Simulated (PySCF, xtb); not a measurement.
CH4BrInO2, SMILES C[O][In]([OH])[Br]. Other conformers were not sampled.

Harmonic wavenumbers (cm⁻¹) from GFN2-xTB run with xtb 6.7.1 at its own minimum, in rising order: 50, 54, 61, 95, 141, 194, 253, 256, 367, 424, 689, 1018, 1121, 1129, 1395, 1446, 1462, 2897, 2907, 2934, 3637.

### Question
What does PySCF with PBE-D3(BJ)/def2-SVP give at its own minimum? (Estimate from the structure and the level; the computed values follow.)

### Answer
33, 61, 73, 95, 140, 214, 255, 279, 512, 575, 835, 1062, 1124, 1135, 1410, 1412, 1427, 2902, 2970, 3000, 3693. Paired by order, the mean absolute difference is 41 cm⁻¹ and the zero-point energies are 32.2 and 33.2 kcal/mol.
